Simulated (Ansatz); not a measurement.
Species: SF4, charge 0, singlet. SF4 (tetrafluoro-λ4-sulfane, SMILES FS(F)(F)F).
B3LYP-D3(BJ)/def2-TZVP minimum from Ansatz (a quantum-chemistry and plane-wave program):
```
S
F 1 1.5655
F 1 1.5655 2 101.07
F 1 1.6678 2 87.81 3 -87.34
F 1 1.6678 2 87.81 4 174.68
```
Charge 0, spin multiplicity 1.

Total energies in hartree (Ansatz). UHF or UKS for unpaired electrons; spin-orbit terms are left out. Cores are frozen in correlated methods. No relativity.

| species | HF/cc-pV(T+d)Z | CCSD(T)/cc-pV(T+d)Z | HF/cc-pV(Q+d)Z | CCSD(T)/cc-pV(Q+d)Z | CCSD(T)/cc-pV(D+d)Z | CCSDT(Q)/cc-pV(D+d)Z |
|---|---|---|---|---|---|---|
| 1: SF4 (SMILES FS(F)(F)F) | -795.36872 | -796.62651 | -795.41135 | -796.78351 | -796.11996 | -796.12348 |
| 2: F (doublet) | -99.40552 | -99.62036 | -99.41377 | -99.65026 | -99.52757 | -99.52776 |
| 3: S (triplet) | -397.50938 | -397.65444 | -397.51264 | -397.66785 | -397.60412 | -397.60456 |

**Question.** Work out the atomisation energy (electronic, to ground-state atoms) in kcal/mol: take Hartree-Fock from cc-pV(Q+d)Z, extrapolate the CCSD(T) correlation energy as X^-3 (X = 3, 4), and add CCSDT(Q) - CCSD(T) in cc-pV(D+d)Z. 1 hartree = 627.51 kcal/mol.

**Answer.** 
Species 1: correlation (64·(-1.37216) - 27·(-1.25779))/37 = -1.45562; step -0.00352; E1 = -795.41135 + (-1.45562) + (-0.00352) = -796.87049
Species 2: correlation (64·(-0.23649) - 27·(-0.21484))/37 = -0.25229; step -0.00019; E2 = -99.41377 + (-0.25229) + (-0.00019) = -99.66625
Species 3: correlation (64·(-0.15521) - 27·(-0.14506))/37 = -0.16262; step -0.00044; E3 = -397.51264 + (-0.16262) + (-0.00044) = -397.67570
-1·E1 +4·E2 +1·E3 = 0.52979 hartree = 332.4 kcal/mol.
